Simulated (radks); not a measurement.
Problem. Successive ionisation energies (eV) of one element, from differences of total energies of ions in their ground configurations, starting at charge 23: 1073.0, 1120.5, 2750.4, 2893.7, 3039.2, 3186.8, 3336.2, 3486.6, 3744.3, 3865.3, 16390.3, 16896.4. All-electron calculation, Dirac Kohn-Sham, BLYP, spin-unpolarised, spherical densities, point nucleus; open shells are shared between the two j in proportion to 2j + 1. Program: a radial shooting solver on a logarithmic mesh with Libxc functionals. Which element is it?

Solution. Bromine (Z = 35). The first species listed is Br23+ in [Ne] 3s2, the last Br34+ in 1s1.
